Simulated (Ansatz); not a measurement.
Abridged output of a molecular run in Ansatz:

```
Functional definition: HF
1520 factors; integrals over basis functions are off by at most 7.7e-4 eV
mean field evaluation 1: about -21863.2004 eV, gradient 2.8e1 eV
mean field evaluation 2: about -21863.5044 eV, gradient 2.8e1 eV
mean field evaluation 4: about -21866.3102 eV, gradient 4.2e0 eV
mean field evaluation 8: about -21866.3764 eV, gradient 3.8e-1 eV
mean field -21866.37725919 eV, -803.5745427123 hartree, gradient 7.9e-6 eV, S^2 0.000000; 1 other end points of the search recorded, 0 dependent functions left out; unrestricted orbitals would lower it
13 core orbitals not correlated: weight in the atoms' cores, before any rotation towards them, 1.000 or more for the frozen orbitals, at most 0.000 for the correlated occupied ones
reference -21866.37725919 eV, -803.5745427123 hartree; 14, 14 occupied and 234, 234 virtual orbitals, 1520 factors
second order -21.08411925 eV of doubles, -0.00000000 eV of singles
cycle   1  -21.68108134 eV  change   -6.0e-1 eV  update   1.2e-1
cycle   2  -22.35026693 eV  change   -6.7e-1 eV  update   4.0e-2
cycle   3  -22.51394684 eV  change   -1.6e-1 eV  update   2.3e-2
cycle   4  -22.50263208 eV  change    1.1e-2 eV  update   7.7e-3
cycle   5  -22.50275451 eV  change   -1.2e-4 eV  update   4.5e-3
cycle   6  -22.50379383 eV  change   -1.0e-3 eV  update   1.4e-3
cycle   7  -22.50359999 eV  change    1.9e-4 eV  update   7.1e-4
cycle   8  -22.50368832 eV  change   -8.8e-5 eV  update   2.0e-4
cycle   9  -22.50377668 eV  change   -8.8e-5 eV  update   8.2e-5
cycle  10  -22.50373781 eV  change    3.9e-5 eV  update   3.2e-5
cycle  11  -22.50374013 eV  change   -2.3e-6 eV  update   2.1e-5
perturbative correction -1.14092574 eV, -0.0419282476 hartree
Total energy: -21890.02192506 eV, -804.4434681562 hartree
```

Its atoms:

Cartesian coordinates in Å:
```
C 1.109 -0.710 0.840
C 0.047 -0.266 0.156
Si 0.059 1.431 -0.643
C -1.133 -1.111 -0.034
S -1.640 -2.305 0.931
H 1.991 -0.096 0.985
H 1.118 -1.712 1.260
H -0.128 1.296 -2.112
H 1.360 2.085 -0.353
H -1.053 2.262 -0.111
H -1.729 -0.875 -0.920
```

Task: Which basis set was used?
A. def2-TZVPPD
B. cc-pV(Q+d)Z
C. cc-pV(D+d)Z
D. def2-TZVPP

Result: D. It gives 261 functions.

Task: Write the keys of the input that set method, charge and spin (a neutral closed shell needs none for the last two).

Result: 
```yaml
correlation: {method: ccsd_t}
```
